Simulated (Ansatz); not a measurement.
All numbers were calculated with Ansatz.

A structure relaxed at PBE0-D4/def2-TZVP, charge 0, multiplicity 1:

Cartesian coordinates in Å:
```
O 0.546 -0.152 1.924
Si -0.156 -1.112 0.789
O 0.911 -2.063 -0.008
C -0.995 0.107 -0.347
Si 0.062 1.517 -0.889
Cl 1.830 0.789 -1.673
Cl -0.868 2.589 -2.369
H 1.044 -0.570 2.628
H -1.108 -2.065 1.403
H 1.545 -1.615 -0.575
H -1.364 -0.421 -1.232
H -1.864 0.536 0.166
H 0.416 2.461 0.184
```

(1) Give its formula and SMILES.

(2) Point group (tolerance 0.08 Å, 0.16 Å for H)?

(3) Summarise the bond lengths by kind.

## Answers

(1) CH6Cl2O2Si2, `O[SiH](O)C[SiH](Cl)Cl`.

(2) C1.

(3) 2 × O–Si 1.636 to 1.645 Å; 2 × H–O 0.958 to 0.961 Å; 2 × C–Si 1.844 to 1.865 Å; 2 × H–Si 1.473 to 1.481 Å; 2 × C–H 1.095 to 1.097 Å; 2 × Cl–Si 2.050 to 2.066 Å.
